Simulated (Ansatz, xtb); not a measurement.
Bond stretch in Mg₂, singlet.

Computed with: GFN1-xTB (xtb); UCCSD(T) = CCSD(T) on UHF/def2-SVP, frozen core run with Ansatz (an electronic-structure program); RKS-PBE = restricted PBE/def2-SVP (Ansatz); FCI = Ansatz with full CI/def2-SVP, frozen core.

Energies relative to the lowest point of each curve near equilibrium, in kcal/mol:

```json
[
 {"R / Å": "2.88", "GFN1-xTB": "0.0", "UCCSD(T)": "8.4", "RKS-PBE": "4.5"},
 {"R / Å": "3.02", "GFN1-xTB": "0.3", "UCCSD(T)": "5.5", "RKS-PBE": "2.3"},
 {"R / Å": "3.31", "GFN1-xTB": "2.3", "UCCSD(T)": "2.1", "RKS-PBE": "0.3"},
 {"R / Å": "3.38", "GFN1-xTB": "3.0", "UCCSD(T)": "1.7", "RKS-PBE": "0.1"},
 {"R / Å": "3.60", "GFN1-xTB": "5.1", "UCCSD(T)": "0.7", "RKS-PBE": "0.0"},
 {"R / Å": "3.98", "GFN1-xTB": "8.7", "UCCSD(T)": "0.1", "RKS-PBE": "0.8"},
 {"R / Å": "4.45", "GFN1-xTB": "12.2", "UCCSD(T)": "0.0", "RKS-PBE": "1.8"},
 {"R / Å": "7.10", "GFN1-xTB": "16.5", "UCCSD(T)": "0.6", "RKS-PBE": "3.4"},
 {"R / Å": "7.94", "GFN1-xTB": "16.5", "UCCSD(T)": "0.6", "RKS-PBE": "3.5"},
 {"R / Å": "8.76", "GFN1-xTB": "16.6", "UCCSD(T)": "0.6", "RKS-PBE": "3.5"},
 {"R / Å": "9.75", "GFN1-xTB": "16.6", "UCCSD(T)": "0.6", "RKS-PBE": "3.5"},
 {"R / Å": "10.94", "GFN1-xTB": "16.6", "UCCSD(T)": "0.7", "RKS-PBE": "3.5"}
]
```

**Question.** Estimate the FCI values at these points.

**Answer.** 2.88: 7.8; 3.02: 5.0; 3.31: 1.8; 3.38: 1.4; 3.60: 0.5; 3.98: 0.0; 4.45: 0.0; 7.10: 0.7; 7.94: 0.8; 8.76: 0.8; 9.75: 0.8; 10.94: 0.8 (kcal/mol).

The unrestricted determinant behind UCCSD(T) is spin-contaminated at 2.70 to 3.82 Å (<S²> up to 0.6, against 0.00 for a pure singlet). At the minimum UCCSD(T) lies far from FCI: another state is possible.
